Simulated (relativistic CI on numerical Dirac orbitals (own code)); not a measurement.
# Level scheme of Gd55+

Method of calculation: Dirac-Coulomb-Breit CI, orbitals from a KLI potential per configuration, a model potential for QED, unscaled Slater integrals (own radial code, finite nucleus).

Configurations in the expansion (outside the closed core 1s2): 2s²2p⁵, 2s2p⁶, 2p⁶3s, 2p⁶3p, 2p⁶3d, 2s²2p⁴3s, 2s²2p⁴3p, 2s²2p⁴3d, 2s2p⁵3s, 2s2p⁵3p, 2s2p⁵3d, 2s²2p⁴4s, 2s²2p⁴4p, 2s²2p⁴4d, 2s²2p⁴4f, 2s2p⁵4s, 2s²2p³3s², 2s2p⁵4p, 2s2p⁵4d, 2s²2p³3s3p, 2s2p⁵4f, 2s²2p⁴5s, 2s²2p⁴5p, 2s²2p⁴5d, 2s²2p³3s3d, 2s²2p⁴5f, 2s²2p³3p², 2s²2p⁴5g, 2s²2p³3p3d, 2s2p⁴3s², 2s²2p³3d², 2s2p⁴3s3p, 2s2p⁴3s3d, 2s2p⁴3p², 2s2p⁵5s, 2s2p⁵5p. Levels of other configurations are missing.

The lowest level is 2s²2p⁵ ²P°3/2, with 100 % of that term; Hund's rules for 2s²2p⁵ give ²P° with J = 3/2, in agreement.

| No. | Configuration | Term | J | E (Ry) | % | Next component (%) | Landé g |
| --- | --- | --- | --- | --- | --- | --- | --- |
| 1 | 2s²2p⁵ | ²P° | 3/2 | 0.000 | 100 |  | 1.308 |
| 2 | 2s²2p⁵ | ²P° | 1/2 | 52.713 | 100 |  | 0.631 |
| 3 | 2s2p⁶ | ²S | 1/2 | 81.149 | 100 |  | 1.967 |
| 4 | 2p⁴(3P)3s | ⁴P | 5/2 | 458.253 | 69 | 31 ²D | 1.454 |
| 5 | 2p⁴(3P)3s | ²P | 3/2 | 458.930 | 57 | 32 ²D | 1.184 |
| 6 | 2p⁴(1S)3s | ²S | 1/2 | 462.129 | 64 | 24 ⁴P | 1.995 |
| 7 | 2p⁴(3P)3p | ⁴P° | 3/2 | 466.322 | 32 | 25 ²P° | 1.457 |
| 8 | 2p⁴(3P)3p | ²D° | 5/2 | 466.500 | 36 | 27 ⁴D° | 1.190 |
| 9 | 2p⁴(1S)3p | ²P° | 1/2 | 469.976 | 73 | 19 ⁴D° | 0.655 |
| 10 | 2p⁴(3P)3p | ²D° | 5/2 | 480.943 | 50 | 40 ⁴P° | 1.319 |
| 11 | 2p⁴(3P)3p | ⁴D° | 7/2 | 480.966 | 69 | 31 ²F° | 1.320 |
| 12 | 2p⁴(1D)3p | ²P° | 1/2 | 481.020 | 50 | 38 ²S° | 1.295 |
| 13 | 2p⁴(3P)3p | ²P° | 3/2 | 483.889 | 46 | 29 ²D° | 1.320 |
| 14 | 2p⁴(1S)3p | ²P° | 3/2 | 485.397 | 68 | 14 ⁴D° | 1.317 |
| 15 | 2p⁴(3P)3d | ⁴D | 3/2 | 489.960 | 33 | 31 ²D | 1.182 |
| 16 | 2p⁴(3P)3d | ⁴D | 5/2 | 490.112 | 38 | 23 ²F | 1.171 |
| 17 | 2p⁴(3P)3d | ²F | 7/2 | 490.251 | 37 | 29 ⁴F | 1.100 |
| 18 | 2p⁴(3P)3d | ⁴P | 1/2 | 490.340 | 49 | 30 ²P | 1.619 |
| 19 | 2p⁴(1D)3d | ²F | 7/2 | 493.423 | 50 | 41 ⁴D | 1.237 |
| 20 | 2p⁴(3P)3d | ⁴F | 9/2 | 493.491 | 69 | 31 ²G | 1.247 |
| 21 | 2p⁴(1S)3d | ²D | 3/2 | 493.671 | 68 | 14 ⁴F | 0.871 |
| 22 | 2p⁴(3P)3d | ²P | 1/2 | 494.361 | 57 | 23 ²S | 1.252 |
| 23 | 2p⁴(3P)3d | ²D | 5/2 | 495.864 | 50 | 24 ²F | 1.191 |
| 24 | 2p⁴(3P)3d | ²P | 3/2 | 496.037 | 46 | 32 ²D | 1.149 |
| 25 | 2p⁴(1S)3d | ²D | 5/2 | 497.972 | 69 | 10 ⁴F | 1.186 |
| 26 | 2p⁴(3P)3s | ⁴P | 3/2 | 511.075 | 87 | 12 ²P | 1.655 |
| 27 | 2p⁴(3P)3s | ²P | 1/2 | 511.667 | 66 | 33 ⁴P | 1.311 |
| 28 | 2p⁴(1D)3s | ²D | 5/2 | 512.519 | 69 | 31 ⁴P | 1.298 |
| 29 | 2p⁴(1D)3s | ²D | 3/2 | 512.868 | 67 | 32 ²P | 0.949 |
| 30 | 2p⁴(3P)3p | ⁴P° | 1/2 | 518.883 | 52 | 27 ⁴D° | 1.791 |
| 31 | 2p⁴(3P)3p | ⁴D° | 3/2 | 519.347 | 54 | 21 ²P° | 1.147 |
| 32 | 2p⁴(1D)3p | ²F° | 5/2 | 520.380 | 53 | 30 ²D° | 1.032 |
| 33 | 2p⁴(1D)3p | ²P° | 3/2 | 522.784 | 50 | 24 ²D° | 1.299 |
| 34 | 2p⁴(3P)3p | ⁴D° | 5/2 | 533.088 | 42 | 27 ⁴P° | 1.437 |
| 35 | 2p⁴(1D)3p | ²P° | 1/2 | 533.907 | 36 | 27 ²S° | 1.489 |
| 36 | 2p⁴(3P)3p | ²D° | 3/2 | 534.098 | 47 | 24 ⁴S° | 1.325 |
| 37 | 2p⁴(1D)3p | ²P° | 3/2 | 534.775 | 41 | 35 ²D° | 1.203 |
| 38 | 2p⁴(1D)3p | ²F° | 7/2 | 535.009 | 69 | 31 ⁴D° | 1.212 |
| 39 | 2p⁴(1D)3p | ²D° | 5/2 | 535.265 | 49 | 25 2s2p⁵3s ⁴P° | 1.282 |
| 40 | 2s2p⁵3s | ⁴P° | 5/2 | 536.580 | 55 | 24 2s²2p⁴3p ²D° | 1.438 |
| 41 | 2s2p⁵3s | ²P° | 3/2 | 537.540 | 66 | 20 ⁴P° | 1.391 |
| 42 | 2p⁴(1D)3p | ²P° | 1/2 | 538.500 | 76 | 10 2s2p⁵3s ²P° | 0.657 |
| 43 | 2s2p⁵3s | ²P° | 3/2 | 541.664 | 73 | 25 ⁴P° | 1.413 |
| 44 | 2s2p⁵3s | ²P° | 1/2 | 541.684 | 75 | 12 ⁴P° | 0.898 |
| 45 | 2p⁴(3P)3d | ⁴D | 1/2 | 542.303 | 81 | 15 ²P | 0.180 |

Energies count from the lowest computed level; ° marks odd parity. Percentages are summed over parent terms; the parents shown are those of the largest component, closed shells are left out there.

The mean weight of the leading LS term, summed over parents, in these 45 levels is 60 %, and that of the leading jj configuration (from the same eigenvectors) 96 %, so jj coupling describes them better and the LS labels are nominal.

At this charge energies of transitions that change n are usually good to better than 1 %, and those within a shell (Δn = 0) to a few per cent.

LS names give the leading component of a level, which can be under half, so a name can repeat, a term be missing and a line seem to break the LS rules.
